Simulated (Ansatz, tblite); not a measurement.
Removing and adding an electron: `CC(=O)SCCCCc1c(F)c(F)c(F)c(F)c1F`. Total charge 0; singlet. Geometry: PBE-D4/def2-SVP. Ansatz, gas phase; energy differences of separate SCF runs; the oxidised species was run as a doublet alone; the reduced species was run as a doublet alone.

```csv
atom,x (Å),y (Å),z (Å)
C1,2.171,-3.827,1.407
C2,1.346,-2.584,1.662
O3,0.183,-2.450,1.327
S4,2.281,-1.284,2.496
C5,0.999,0.018,2.510
C6,0.855,0.748,1.176
C7,-0.221,1.837,1.223
C8,-0.452,2.539,-0.130
C9,-0.934,1.602,-1.209
C10,-0.052,1.027,-2.139
F11,1.254,1.340,-2.099
C12,-0.488,0.127,-3.125
F13,0.375,-0.400,-3.999
C14,-1.845,-0.231,-3.178
F15,-2.274,-1.090,-4.104
C16,-2.753,0.322,-2.258
F17,-4.045,-0.015,-2.311
C18,-2.284,1.219,-1.286
F19,-3.165,1.729,-0.409
H20,1.495,-4.694,1.285
H21,2.899,-4.014,2.221
H22,2.744,-3.693,0.465
H23,1.284,0.705,3.333
H24,0.047,-0.482,2.786
H25,1.831,1.186,0.876
H26,0.590,-0.001,0.401
H27,-1.182,1.397,1.568
H28,0.054,2.608,1.976
H29,-1.203,3.343,0.004
H30,0.488,3.019,-0.468
```

The xTB rows come from tblite. Single mean-field runs in def2-TZVP are fitted with def2-universal-jkfit. HOMO above LUMO, or a gap near zero within one spin, warns that the state may not be the lowest or that an electron is smeared out.

(1) Estimate orbital energies and vertical ionisation energies and electron affinities at: GFN1-xTB; GFN2-xTB; LDA (SPW92)/def2-TZVP; PBE-D4/def2-TZVP; PBE0-D4/def2-TZVP.

## Answers

(1) 
```
                level  −HOMO (eV)  vertical IE (eV)  −LUMO (eV)  vertical EA (eV)  HOMO–LUMO gap (eV)  IE − EA (eV)                                                                                                               remarks
             GFN1-xTB       11.92             14.41        8.39              5.97                3.52          8.44                                                                                                                     –
             GFN2-xTB       10.88             13.49        8.03              5.59                2.85          7.90                                                                                                                     –
LDA (SPW92)/def2-TZVP        6.30                 –        2.00              0.01                4.30             –                                              HOMO above zero (-1 doublet), gap within one spin near zero (-1 doublet)
     PBE-D4/def2-TZVP        6.12              8.22        1.76             -0.19                4.36          8.41  HOMO above zero (-1 doublet), gap within one spin near zero (+1 doublet), gap within one spin near zero (-1 doublet)
    PBE0-D4/def2-TZVP        7.35              8.82        0.88             -0.46                6.47          9.28                                                                                          HOMO above zero (-1 doublet)
```

Relaxing the reduced species (PBE-D4/def2-SVP) changes its energy by -0.47 eV at PBE-D4/def2-TZVP, so the adiabatic electron affinity to this nearest minimum is 0.28 eV. At PBE0-D4/def2-TZVP it is -0.14 eV. The highest occupied level of the relaxed charge -1 doublet lies above zero (up to 1.13 eV). Energy differences disagree on whether the electron is bound (positive means bound): 0.28 eV (each at its own geometry, to the charge 0 singlet, at PBE-D4/def2-TZVP), but -0.14 eV at PBE0-D4/def2-TZVP. The gap within one spin of the relaxed charge -1 doublet nearly closes, so an electron or hole may be smeared out by delocalisation error.  Run but left out: LDA (SPW92)/def2-TZVP (charge +1 doublet: an occupied level 0.02 eV above an empty one).   A HOMO above zero means that the electron is unbound at that level or that self-interaction error raises the level; the energy of removing that electron tells which. Raw xTB energy differences between charge states are shifted by several eV; the methods need an empirical correction for them. Sets without diffuse functions give affinities that are too small. A negative affinity means that the extra electron isn't bound; its size then hangs on the basis.
